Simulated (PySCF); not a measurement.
# Ga⁺ (gallium, charge +1) across methods

[Ar] 3d10 4s1 4p1, high-spin 3P determinant (an excited configuration). Calculation: PySCF 2.14, in ANO-RCC-VTZP (6s5p3d1f, 43 functions); the spin-free X2C one-electron Hamiltonian (Gaussian nucleus).

```json
{"method": "LDA", "E (hartree)": "-1940.224", "mean ε 3d β (eV)": "-28.996", "mean ε 4s α (eV)": "-18.384", "mean ε 4p α (eV)": "-10.741", "Σ⟨r²⟩ (bohr²)": "27.45", "⟨S²⟩": "2.001"}
{"method": "wB97X-V", "E (hartree)": "-1943.221", "mean ε 3d β (eV)": "-34.487", "mean ε 4s α (eV)": "-21.653", "mean ε 4p α (eV)": "-13.804", "Σ⟨r²⟩ (bohr²)": "27.51", "⟨S²⟩": "2.001"}
{"method": "PBEsol", "E (hartree)": "-1941.611", "mean ε 3d β (eV)": "-28.682", "mean ε 4s α (eV)": "-18.169", "mean ε 4p α (eV)": "-10.690", "Σ⟨r²⟩ (bohr²)": "27.45", "⟨S²⟩": "2.001"}
{"method": "PBE", "E (hartree)": "-1943.115", "mean ε 3d β (eV)": "-28.690", "mean ε 4s α (eV)": "-18.125", "mean ε 4p α (eV)": "-10.711", "Σ⟨r²⟩ (bohr²)": "27.53", "⟨S²⟩": "2.001"}
{"method": "B97-3", "E (hartree)": "-1943.208", "mean ε 3d β (eV)": "-32.418", "mean ε 4s α (eV)": "-19.146", "mean ε 4p α (eV)": "-11.602", "Σ⟨r²⟩ (bohr²)": "27.47", "⟨S²⟩": "2.000"}
{"method": "PBE0", "E (hartree)": "-1943.138", "mean ε 3d β (eV)": "-32.098", "mean ε 4s α (eV)": "-19.296", "mean ε 4p α (eV)": "-11.714", "Σ⟨r²⟩ (bohr²)": "27.41", "⟨S²⟩": "2.001"}
{"method": "r2SCAN", "E (hartree)": "-1943.366", "mean ε 3d β (eV)": "-29.216", "mean ε 4s α (eV)": "-18.494", "mean ε 4p α (eV)": "-11.016", "Σ⟨r²⟩ (bohr²)": "27.22", "⟨S²⟩": "2.002"}
{"method": "UHF", "E (hartree)": "-1941.80335", "mean ε 3d β (eV)": "-41.483", "mean ε 4s α (eV)": "-22.263", "mean ε 4p α (eV)": "-14.343", "Σ⟨r²⟩ (bohr²)": "27.64", "⟨S²⟩": "2.001"}
{"method": "r2SCAN0", "E (hartree)": "-1943.332", "mean ε 3d β (eV)": "-32.515", "mean ε 4s α (eV)": "-19.589", "mean ε 4p α (eV)": "-11.925", "Σ⟨r²⟩ (bohr²)": "27.19", "⟨S²⟩": "2.002"}
```
